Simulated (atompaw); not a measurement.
An all-electron radial function and its pseudo partner (N (Z = 7))

Columns: radius, all-electron u(r) and pseudo u(r) of the 2p shell (level -7.09 eV) of nitrogen in the configuration [He] 2s2 2p3; PBE, non-relativistic, PAW (atompaw) scheme, atompaw 4.2.0.5.

| r (bohr) | all-electron | pseudo |
| --- | --- | --- |
| 0.062 | 0.0316 | 0.0062 |
| 0.123 | 0.1021 | 0.0243 |
| 0.185 | 0.1908 | 0.0542 |
| 0.246 | 0.2821 | 0.0938 |
| 0.308 | 0.3714 | 0.1429 |
| 0.369 | 0.4518 | 0.1984 |
| 0.431 | 0.5241 | 0.2600 |
| 0.492 | 0.5853 | 0.3236 |
| 0.554 | 0.6380 | 0.3892 |
| 0.615 | 0.6809 | 0.4525 |
| 0.677 | 0.7156 | 0.5137 |
| 0.738 | 0.7417 | 0.5689 |
| 0.800 | 0.7607 | 0.6187 |
| 0.862 | 0.7730 | 0.6608 |
| 0.923 | 0.7794 | 0.6942 |
| 0.985 | 0.7809 | 0.7195 |
| 1.046 | 0.7782 | 0.7361 |
| 1.108 | 0.7718 | 0.7450 |
| 1.169 | 0.7626 | 0.7467 |
| 1.231 | 0.7507 | 0.7424 |
| 1.292 | 0.7371 | 0.7332 |
| 1.354 | 0.7216 | 0.7201 |
| 1.415 | 0.7051 | 0.7047 |
| 1.477 | 0.6873 | 0.6873 |
| 1.538 | 0.6692 | 0.6692 |
| 1.600 | 0.6502 | 0.6502 |

How many radial nodes do the two functions have?

The all-electron 2p function has n − l − 1 = 0; the pseudo-wave has 0.

Where does each function peak?

Outermost all-electron maximum near 0.98 bohr, pseudo maximum near 1.17 bohr (to the table’s step).

Is the pseudo-wave norm-conserving?

No, it belongs to a PAW set: the norm inside the radius is not constrained, and the difference is carried by the augmentation charge.
